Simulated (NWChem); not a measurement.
Species: CuH₂OI; SMILES [OH2]->[Cu][I]

def2 effective core potentials on I; no spin-orbit coupling.

Problem. Give the equilibrium geometry at PBE0/def2-SVP with def2 effective core potentials on I (NWChem) as a list of bonds and angles, with the point group.

Solution. point group Cs; any orientation.
Bonded distances (Å): Cu1–I2 2.385, Cu1–O3 1.973, O3–H4 0.965, O3–H5 0.965. Angles (°): I2–Cu1–O3 178.5, Cu1–O3–H4 116.9, Cu1–O3–H5 116.8, H4–O3–H5 106.2.
